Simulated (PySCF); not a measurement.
H₂OTe, SMILES [TeH]O.

The structure is a stationary point at PBE0-D3(BJ)/def2-TZVP. The def2 effective core potentials stand for the cores of Te; spin–orbit coupling is left out.

Vertical ionisation energy (IE) and electron affinity (EA) in eV. Rows of orbital energies are one-electron estimates. Where ΔSCF, EOM or ADC give a negative EA the extra electron is unbound and the value depends on the basis.

```json
[
 {"level": "−ε(HOMO), −ε(LUMO), HF/def2-TZVPD (PySCF)", "IE": "8.85", "EA": "-0.72"},
 {"level": "−ε(HOMO), −ε(LUMO), PBE0/def2-TZVPD (PySCF)", "IE": "…", "EA": "…"}
]
```

**Question.** Fill in the missing entries. (Estimate from the structure and the level; the computed values follow.)

**Answer.** 
- −ε(HOMO), −ε(LUMO), PBE0/def2-TZVPD (PySCF), IE: 6.45
- −ε(HOMO), −ε(LUMO), PBE0/def2-TZVPD (PySCF), EA: 1.89
